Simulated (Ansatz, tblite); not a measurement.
Cost and result up the ladder for B2(Br)4 (B2Br4) (6 atoms). The state is a singlet with charge 0. Geometry: PBE-D4/def2-SVP.

```xyz
6

B     0.571   -0.526   -0.328
Br    2.420   -0.321    0.122
Br    0.008   -1.915   -1.518
B    -0.571    0.526    0.328
Br   -1.423    0.087    1.985
Br   -1.005    2.149   -0.589
```

Ansatz on 4 threads of Intel Xeon 6975P-C on a shared host; xTB runs through tblite on one thread. Times are rough, summed over both states, and most runs start from the orbitals of an earlier one. r2SCAN0-D4/def2-TZVP serves as the yardstick here, not as an exact answer. The other state is a doublet.

The xTB rows come from tblite.

Raw xTB energies of ions are shifted by several eV.

| level | functions | wall time | vertical IE (eV) | difference from r2SCAN0-D4/def2-TZVP (eV) |
| --- | --- | --- | --- | --- |
| GFN1-xTB | 44 | 0.011 s | 14.35 | 4.38 |
| GFN2-xTB | 44 | 0.013 s | 14.31 | 4.34 |
| PBE-D4/def2-TZVP | 254 | 5.3 s | 9.31 | -0.66 |
| PBE0-D4/def2-TZVP (with forces) | 254 | 19 s | 9.82 | -0.15 |
| r2SCAN0-D4/def2-TZVP | 254 | 19 s | 9.97 | 0.00 |
